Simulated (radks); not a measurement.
The numbers below are computed, except where a source is named.
Q: Valence configurations of C I (all share [He]). Level of theory: scalar-relativistic Kohn-Sham, PBEsol, spin-unpolarised, spherical densities, finite nucleus; Fermi nuclear charge, rms radius 2.4702 fm (a radial shooting solver on a logarithmic mesh with Libxc functionals). Order these by energy: 2s0.5 2p3.5; 2s1.5 2p2.5; 2p4; 2s2 2p2; 2s1 2p3.

A: From the lowest, in eV above it: 2s2 2p2 0.000; 2s1.5 2p2.5 4.210; 2s1 2p3 8.427; 2s0.5 2p3.5 12.647; 2p4 16.872. NIST lists [He] 2s2 2p2 as the ground configuration; this level of theory agrees among the configurations tried. The energies are those of spherical spin-averaged densities, not of single terms.
